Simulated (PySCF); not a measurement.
C2H4NO, SMILES CC([NH])=O (connectivity only; charge and spin as stated), charge -1, multiplicity 1. Heavy atoms are numbered as in [CH3:1][C:2]([NH:3])=[O:4]. Hydrogens are named by the atom that carries them.

Geometry optimised at PBE0-D3(BJ)/def2-SVPD. The spin state was assumed, not searched. The isomer is the one that the SMILES or the coordinates give; other isomers of the formula were not compared. Other conformers were not sampled.

These are PBE/pcSseg-1 (PySCF) values and carry that method's errors.

GIAO shieldings, no solvent; atoms alike by connectivity are averaged. δ = σ(ref) − σ: ¹³C against TMS (σ = 182.0 ppm); ¹⁵N against NH3 (σ = 267.0 ppm); ¹⁷O against H2O (σ = 334.3 ppm); ¹H against TMS (σ = 31.49 ppm), references at their B3LYP-D3(BJ)/def2-TZVP geometries, non-relativistic.

| nucleus | atoms | count | δ (ppm) |
|---|---|---|---|
| ¹³C | C2 | 1 | 170.9 |
| ¹³C | C1 (CH3) | 1 | 28.8 |
| ¹⁵N | N3 (NH) | 1 | 200.1 |
| ¹⁷O | O4 | 1 | 330.2 |
| ¹H | H on N3 | 1 | 3.89 |
| ¹H | H on C1 | 3 | 1.60 |
